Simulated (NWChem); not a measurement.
Molecule: ZrH2OCl2F2; SMILES [OH2]->[Zr]([F])([F])([Cl])[Cl]

Program: NWChem. Medium grid unless said otherwise, to which SCAN and Minnesota functionals are sensitive. All runs use the structure optimised with PBE-D3(BJ)/def2-SVP. Not confirmed as a minimum by frequencies. def2 effective core potentials on Zr; no spin-orbit coupling. Level r2SCAN/def2-SVP: single points from the atomic guess with DIIS by default; each run changes one setting, and all converged runs end within 0.3 mHa of each other.

Problem. Which setting needs the most SCF iterations, or fails (defaults; DIIS on 3 Fock matrices; no DIIS, 40 % damping; occupation smearing of 0.005 Ha; no level shifting)?

Solution. no DIIS, 40 % damping, which doesn't converge.
```csv
setting,SCF iterations
defaults,10
DIIS on 3 Fock matrices,13
occupation smearing of 0.005 Ha,10
no level shifting,10
"no DIIS, 40 % damping",not converged in 200
```
